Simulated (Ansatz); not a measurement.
Al₂F₆, SMILES `[F][Al-]1([F])[F+][Al-]([F])([F])[F+]1`, relaxed with RKS PBE0-D4/def2-TZVP in the Gaussian-basis code of Ansatz from a GFN2-xTB geometry. The force threshold is 0.005 eV/Å; the program also tests the step.

Total charge 0; spin multiplicity 1.

Start:

```xyz
8

F     0.309    1.111   -2.233
Al    0.309   -0.216   -1.300
F     0.616   -1.763   -1.682
F     1.137    0.164    0.241
Al   -0.309    0.216    1.301
F    -0.317   -1.111    2.233
F    -0.608    1.764    1.681
F    -1.138   -0.164   -0.241
```

**Question.** How much energy does the relaxation release, and in how many steps? (Estimate.)

**Answer.** Ansatz gave: 4.39 kJ/mol, in 4 steps.

**Question.** Which bonds change most? (Best estimate.)

**Answer.** Computed: Al2–F4 from 1.790 to 1.798 Å; Al5–F8 from 1.791 to 1.798 Å; F1–Al2 from 1.622 to 1.628 Å.

**Question.** Give the relaxed structure. (An estimate is asked.)

**Answer.** The calculation gave: 
```xyz
8

F     0.339    1.062   -2.317
Al    0.311   -0.219   -1.314
F     0.630   -1.746   -1.780
F     1.130    0.163    0.240
Al   -0.311    0.219    1.314
F    -0.338   -1.062    2.317
F    -0.630    1.746    1.780
F    -1.130   -0.163   -0.240
```
